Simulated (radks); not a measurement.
Ionisation of neutral cobalt, [Ar] 3d7 4s2, to [Ar] 3d8 as the strength of local exchange is varied. Method: Dirac Kohn-Sham, Slater X-alpha exchange (alpha = 2/3 is LDA exchange), no correlation, spin-unpolarised, spherical densities, point nucleus; open shells fill j = l - 1/2 first; computed with a radial shooting solver on a logarithmic mesh with Libxc functionals.

alpha	E(Co) (hartree)	exchange (hartree)	IE (eV)	-e of the level emptied (eV)	<r> of it (bohr)
0.667	-1388.53517	-54.60161	6.142	4.693 (4s1/2)	2.932
0.67	-1388.78078	-54.85717	6.133	4.711 (4s1/2)	2.930
0.684	-1389.92754	-56.05094	6.087	4.795 (4s1/2)	2.919
0.799	-1399.38405	-65.92940	5.651	5.509 (4s1/2)	2.835
0.995	-1415.65158	-83.06174	4.647	6.818 (4s1/2)	2.703

NIST Atomic Spectra Database: 7.881 eV (measured). The central value is not met in this range of alpha. Spin polarisation and multiplet splitting are left out, so open shells lie too high by an amount that depends on their filling.

Beside tabulated values, note that spin-unpolarised runs miss the spin-polarisation part of the exchange energy of open shells.
